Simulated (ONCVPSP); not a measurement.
## u(r) = r·R(r): atom against pseudo-atom (H)

Columns: radius, all-electron u(r) and pseudo u(r) of the 1s shell (level -12.33 eV) of hydrogen in the configuration 1s0.5; LDA (Perdew-Wang 92), scalar-relativistic, ONCV scheme, ONCVPSP 4.0.1.

```
r (bohr)  all-electron  pseudo
   0.045        0.0893  0.0745
   0.090        0.1707  0.1479
   0.135        0.2447  0.2190
   0.180        0.3117  0.2870
   0.225        0.3723  0.3510
   0.270        0.4268  0.4106
   0.315        0.4756  0.4653
   0.360        0.5192  0.5147
   0.405        0.5578  0.5588
   0.450        0.5919  0.5973
   0.495        0.6218  0.6303
   0.540        0.6477  0.6579
   0.585        0.6700  0.6804
   0.630        0.6890  0.6982
   0.675        0.7049  0.7121
   0.720        0.7179  0.7227
   0.765        0.7283  0.7308
   0.810        0.7363  0.7372
   0.855        0.7420  0.7422
   0.900        0.7457  0.7457
   0.945        0.7476  0.7476
   0.990        0.7477  0.7477
   1.035        0.7463  0.7463
   1.080        0.7435  0.7435
   1.125        0.7394  0.7394
   1.170        0.7341  0.7341
```

(1) How many radial nodes do the two functions have?

(2) At about which radius was the pseudo-wave matched?

(3) Is the pseudo-wave norm-conserving?

Results:

(1) The all-electron 1s function has n − l − 1 = 0; the pseudo-wave has 0.

(2) 0.90 bohr, where the columns begin to agree (steps of 0.04 bohr).

(3) Yes: the ONCV scheme keeps the norm inside the radius equal to the all-electron one, which fixes the energy derivative of the logarithmic derivative at the level.
